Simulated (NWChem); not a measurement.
**Atomisation of H₃BF₂O**

```
B
F 1 1.3573
F 1 1.3573 2 114.79
H 1 1.2064 2 118.41 3 -147.76
O 1 1.8318 4 102.13 2 106.71
H 5 0.9719 1 104.29 4 -124.52
H 5 0.9719 6 105.96 1 109.74
```
Charge 0, spin multiplicity 1.

Program: NWChem. The geometry was optimised at B3LYP/def2-SVP, a minimum by its harmonic frequencies.

Basis set: def2-TZVP. The atomisation energy is electronic alone: no zero-point, thermal, spin-orbit or counterpoise terms. No value is extrapolated to the basis-set limit. Free atoms are single determinants with multiplicities B 2, H 2, F 2, O 3.

B3LYP has NWChem's definition, with VWN1-RPA local correlation. The structure started from a generated list of species. The stability of the SCF solutions was not checked. Open-shell Hartree-Fock references start from PBE0 orbitals.

For the atomisation energy, PBE0 gives 639.2 kcal/mol and LDA (SVWN5) gives 750.3 kcal/mol. What do B3LYP, M06-2X, HF give?

B3LYP: 641.0 kcal/mol; M06-2X: 651.4 kcal/mol; HF: 474.6 kcal/mol.
